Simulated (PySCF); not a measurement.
**Excitation energy of Mo²⁺ by level of theory**

Mo²⁺ [Kr] 4d4 (5D) → Mo²⁺ [Kr] 4d3 5p1 (high-spin determinant), as a difference of total energies. Computed with PySCF 2.14 in x2c-TZVPPall (8s6p6d2f1g, 79 functions), with the spin-free X2C one-electron Hamiltonian (Gaussian nucleus). Correlated levels: valence: [Kr] frozen. The calculations carry no spin-orbit coupling.

```json
{"method": "UHF", "excitation energy (eV)": "9.190"}
{"method": "MP2 (valence)", "excitation energy (eV)": "9.439"}
{"method": "SCS-MP2 (valence)", "excitation energy (eV)": "9.273"}
{"method": "CCSD (valence)", "excitation energy (eV)": "9.396"}
{"method": "CCSD(T) (valence)", "excitation energy (eV)": "9.379"}
```

Question: How much does correlation contribute at CCSD(T) (valence)?

Answer: 9.379 − (9.190) = 0.189 eV, measured against UHF.

The basis was made for the ground configuration and has no added diffuse functions, so the excitation energy can come out too high.

The determinant of the upper state mixes LS terms, which raises its energy above the lowest term, most at the Hartree-Fock and MP2 levels.
